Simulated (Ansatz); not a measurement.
Geometry optimisation, UKS BHLYP/STO-3G (Ansatz 0.2.0).

Input file:

```yaml
crystal:
  periodic: [false, false, false]
  atoms:
    - { symbol: B, position_ang: [-2.0809, 0.821, 0.6844] }
    - { symbol: O, position_ang: [-1.4645, -0.4348, 0.7616] }
    - { symbol: Si, position_ang: [-0.27, -0.4205, -0.4636] }
    - { symbol: "N", position_ang: [0.3242, -2.0965, -0.8047] }
    - { symbol: Si, position_ang: [1.5498, 0.7093, 0.2577] }
    - { symbol: H, position_ang: [-3.081, 1.0117, -0.0176] }
    - { symbol: H, position_ang: [-1.7238, 1.7759, 1.3319] }
    - { symbol: H, position_ang: [-0.6926, 0.2064, -1.7029] }
    - { symbol: H, position_ang: [1.0289, -2.0411, -1.4575] }
    - { symbol: H, position_ang: [0.6625, -2.4917, 0.102] }
    - { symbol: H, position_ang: [2.0486, 0.0884, 1.5236] }
    - { symbol: H, position_ang: [2.6109, 0.7052, -0.743] }
    - { symbol: H, position_ang: [1.1083, 2.132, 0.5431] }
magnetization:
  spin_polarized: true
basis:
  gaussian: { orbitals: STO-3G }
hamiltonian:
  xc: { name: BHLYP }
relax:
  f_tol: 0.02
  max_steps: 40
```

Run as:

```bash
$ ansatz run input.yaml --threads 1 --pin off --max-ram 2048MiB --backend cpu --events-out ev --progress --plain --runs-dir out
```

Problem. Where does it end, and by what steps?

Solution. It converged. The force dipped under the threshold on the way, but the program's further checks kept it going. Limits of this set-up: minimal basis. After 31 steps the energy has fallen by 1.753 eV; H9 moved furthest, 1.28 Å.

```tsv
step	energy less start (eV)	largest force component (eV/Å)	accepted
0	0.0000	5.139	yes
2	-0.8631	1.027	yes
4	-1.1364	2.464	yes
6	-1.4898	0.834	yes
8	-1.5867	0.916	yes
10	-1.6648	1.469	yes
12	-1.7152	0.747	yes
14	-1.7404	0.256	yes
16	-1.7445	0.202	yes
18	-1.7505	0.044	yes
20	-1.7479	0.270	no
22	-1.7515	0.017	yes
24	-1.7520	0.028	yes
26	-1.7523	0.021	yes
28	-1.7525	0.042	yes
30	-1.7526	0.010	yes
31	-1.7527	0.008	yes
```

```xyz
13
Properties=species:S:1:pos:R:3
B -2.002 0.578 0.719
O -1.566 -0.015 -0.373
Si 0.061 -0.248 -0.848
N 0.440 -1.933 -0.727
Si 1.529 0.979 0.352
H -3.154 0.626 0.913
H -1.271 1.060 1.499
H 0.046 0.076 -2.246
H -0.133 -2.566 -1.304
H 0.477 -2.329 0.224
H 1.642 0.489 1.692
H 2.815 0.893 -0.272
H 1.137 2.355 0.388
```

Time of the run: 110 s on 1 thread of Intel(R) Xeon(R) Platinum 8488C (Sapphire Rapids), with other jobs on the host, peak memory 0.2 GiB.
